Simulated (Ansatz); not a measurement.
The same path of C3H9NSi (14 atoms, charge 0, multiplicity 1) was run twice with different band settings. The coordinate that changes most is the height of N4 over the plane of its neighbours.

Theory: RKS r2SCAN-D4/def2-SVP in Ansatz.

Relaxed end points:

```xyz
14
Properties=species:S:1:pos:R:3
C -1.897 0.885 -0.417
C -0.847 0.226 0.426
C 0.373 -0.157 -0.035
N 0.761 -0.041 -1.369
Si 1.571 -1.035 1.115
H -2.621 1.438 0.200
H -1.461 1.610 -1.130
H -2.474 0.158 -1.019
H -1.091 0.013 1.471
H 1.750 0.121 -1.534
H 0.180 0.558 -1.951
H 1.078 -0.932 2.518
H 2.925 -0.399 1.009
H 1.740 -2.475 0.744
```

```xyz
14
Properties=species:S:1:pos:R:3
C -1.764 1.136 -0.383
C -0.722 0.466 0.462
C 0.343 -0.213 -0.041
N 0.622 -0.298 -1.404
Si 1.615 -0.951 1.127
H -2.686 1.323 0.186
H -1.423 2.113 -0.778
H -2.043 0.521 -1.259
H -0.811 0.552 1.549
H 1.086 -1.145 -1.713
H -0.133 -0.031 -2.031
H 1.088 -0.919 2.520
H 2.917 -0.215 1.064
H 1.899 -2.368 0.728
```

Common settings: movable images 7; climbing image yes; optimiser quadratic models (default); start path IDPP; force threshold 0.05 eV/Å; iteration limit 60; end points relaxed.

| run | spring |
| --- | --- |
| 1 | 5.0 eV/Å² |
| 2 | 50.0 eV/Å² |

(1) What does each run give, and how far can it be trusted?

## Answers

(1) Run 1: converged after 6 iterations, highest image 0.034 eV above the first end. A vibrational analysis at the climbing image gives one clearly imaginary mode, 389i cm⁻¹: a first-order saddle point.
Run 2: converged after 6 iterations, highest image 0.034 eV above the first end. Another band between the same ends (7 images) ends at a top of the same energy, where a vibrational analysis finds 1 clearly imaginary mode.
